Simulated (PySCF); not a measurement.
Ti(OH)2(H)2 (H4O2Ti), SMILES [OH][TiH2][OH], multiplicity 1.

Coordinates come from a B3LYP-D3(BJ)/def2-TZVP optimisation. The spin state was assumed, not searched. Other conformers were not sampled.

All values below come from B3LYP/def2-TZVPD in PySCF.

The molecule is in vacuum.

Estimate the frontier levels, gap, dipole moment and polarisability. (Estimate from the structure and the level; the computed values follow.)


```yaml
highest_occupied_level: -7.99 eV
lowest_empty_level: -2.43 eV
orbital_gap: 5.57 eV
dipole_moment: 3.24 D
quadrupole, principal values (traceless, Buckingham form, about the centre of nuclear charge): -7.48, 2.43, 5.06 D·Å
mean_static_polarisability: 52.1 bohr³ (7.72 Å³)
polarisability_principal_values: 50.6, 52.2, 53.5 bohr³
```
